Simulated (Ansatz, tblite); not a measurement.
Cost and result up the ladder for In₇Sb₇ (14 atoms). Total charge 0; singlet. Geometry: r2SCAN-D4/def2-SVP.

Cartesian coordinates in Å:
```
In -1.746 -1.239 1.379
Sb -1.919 -0.114 3.885
In -0.390 4.474 -0.618
Sb 0.283 1.651 0.496
In 2.316 -0.380 0.369
In 0.524 -1.206 3.628
Sb 2.721 -2.366 2.364
In -1.926 1.231 -1.429
Sb -1.168 3.067 -3.382
Sb -2.806 -1.413 -1.254
In 0.084 -1.623 -1.514
Sb 0.389 -3.221 0.888
In 1.057 1.748 -2.292
Sb 2.581 -0.609 -2.519
```

Ansatz on 2 threads of AMD EPYC 7R13 on a shared host and a share (18 GiB) of an NVIDIA H100 80GB HBM3; xTB runs through tblite on one thread. Times are rough, summed over both states, and most runs start from the orbitals of an earlier one. PBE0-D4/def2-TZVP serves as the yardstick here, not as an exact answer. The other state is a doublet.

In the def2 sets In, Sb take a core potential; there is no spin–orbit coupling. The xTB rows come from tblite. Single mean-field runs in def2-TZVP are fitted with def2-universal-jkfit.

Raw xTB energies of ions are shifted by several eV.

| level | functions | wall time | vertical IE (eV) | difference from PBE0-D4/def2-TZVP (eV) |
| --- | --- | --- | --- | --- |
| GFN1-xTB | 126 | 0.18 s | 9.10 | 3.03 |
| BLYP-D4/def2-TZVP | 700 | 18 s | 5.77 | -0.29 |
| PBE-D4/def2-TZVP (with forces) | 700 | 21 s | 5.94 | -0.13 |
| PBE0-D4/def2-TZVP | 700 | 32 s | 6.07 | 0.00 |
